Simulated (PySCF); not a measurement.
Species: C₅H₅O₃ (doublet state).
Numbering: `[O:1]=[C:2]([OH:3])[C@H:4]1[CH:5][O:6][CH:7]=[CH:8]1` (hydrogens: H9 on O3; H10 on C4; H11 on C5; H12 on C7; H13 on C8)

Cartesian coordinates in Å at the GFN2-xTB level; atoms count from 1:
```xyz
13
C5H5O3 angstrom
O      2.2281   -1.1139    0.7425
C      1.3781   -0.5918    0.0721
O      1.6427    0.2817   -0.9062
C     -0.1304   -0.7327    0.3253
C     -0.4497    0.3539    1.2940
O     -1.2098    1.3113    0.7120
C     -1.5408    0.8732   -0.5237
C     -0.9858   -0.3068   -0.8282
H      2.5995    0.4253   -0.9794
H     -0.3093   -1.7473    0.7007
H      0.0547    0.5979    2.2049
H     -2.1961    1.5060   -1.0913
H     -1.0855   -0.8563   -1.7405
```

The hyperfine couplings belong to this conformer and change with its torsions.

Level of theory: UKS B3LYP, pcH-1 on C H O, non-relativistic, mean-field spin-orbit, GIAO (PySCF 2.14.0). Isolated species at its GFN2-xTB geometry (one conformer only). The geometry wasn't refined by DFT: couplings that depend on bond lengths, twists or pyramidal angles can differ widely from those at the functional's own minimum. The SCF solution wasn't tested for stability.

Question: Match the computed a_iso(13C) values +112.8, +109.1, -32.8, +9.5, -8.4 MHz with the sites C2; C4; C5; C7; C8.

Answer: 
| site | a_iso (MHz) | ρ(0) (bohr⁻³) | position | distance from C5 (Å) | spin population | largest \|T\| (MHz) |
| --- | --- | --- | --- | --- | --- | --- |
| C2 | +112.8 | +0.1003 | 2 bonds from C5 | 2.39 | +0.05 | 14.2 |
| C4 | -32.8 | -0.0292 | 1 bond from C5 | 1.49 | -0.08 | 1.7 |
| C5 | +109.1 | +0.0970 | largest spin population | 0.00 | +0.84 | 145.3 |
| C7 | -8.4 | -0.0075 | 2 bonds from C5 | 2.18 | -0.05 | 7.4 |
| C8 | +9.5 | +0.0085 | 2 bonds from C5 | 2.29 | +0.10 | 13.5 |

ρ(0) is the spin density at the nucleus and T the dipolar tensor. Largest spin populations (Mulliken): C5 (+0.84), C8 (+0.10), O6 (+0.08) and C4 (-0.08). No atom but C5 exceeds +0.15. The angles at C5 add up to 357.1°, so it is nearly planar; its axial dipolar tensor and the negative coupling of its proton fit spin in a p orbital normal to that plane.

Examples of negative spin density at the nucleus (bohr⁻³): C4 (-0.0292), H11 (-0.0118) and C7 (-0.0075).

On one thread, Arm Neoverse V1 (shared host), this took 61 s.
